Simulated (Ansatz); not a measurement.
CHF (SMILES [CH]F) moved off its minimum; all values from Ansatz (a first-principles code), cores frozen in correlated methods.
(charge 0, multiplicity 1)
```xyz
3

C     -0.5053     0.4057     0.0624
F      0.4557    -0.2287     0.0579
H     -1.2900    -0.3311    -0.0543
```

Problem. Give the forces (eV/Å), the total energy and the dipole at CCSD(T)/aug-cc-pVTZ.

Solution. 
```csv
atom,Fx,Fy,Fz
C1,-8.740,6.895,0.149
F2,10.391,-6.179,0.017
H3,-1.651,-0.717,-0.166
```
Energy -138.2094 hartree, dipole 1.70 D.

Doubts at one or more of the structures used: a restricted determinant that unrestricted orbitals would lower (CCSD(T)/aug-cc-pVTZ).
